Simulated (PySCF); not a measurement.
## A thermochemical cycle for CsK

CCSD(T) in PySCF with def2-SVP on every atom (core potentials on Cs), for the lowest determinant that a PBE0 search found; no spin–orbit coupling. CsK, a singlet (closed shell), has De = 0.45 eV to neutral atoms, and CsK⁺, a doublet (σ ↑), has De = 0.56 eV to Cs⁺ + K.

At the same level the Cs atom ionises at 3.78 eV.

Problem. What is the adiabatic ionisation energy of the molecule, and does ionisation strengthen or weaken the bond?

Solution. IE = IE(Cs) + De(neutral) − De(ion) = 3.78 + 0.45 − 0.56 = 3.67 eV. De changes by +0.11 eV, so ionisation strengthens the bond.

Correlated steps freeze 5 core orbitals. Weak bonds: CsK. Basis-set superposition, not corrected here, can be much of De in a small basis, most of all at correlated wavefunction levels. Spin–orbit coupling is left out. For an ion De counts to the pair picked by the measured ionisation energies or electron affinities, which need not be the lowest pair at this level. Where the molecule has an RHF reference, its open-shell atoms are computed with UHF. States were picked by a PBE0 search and need not be the measured ground states.
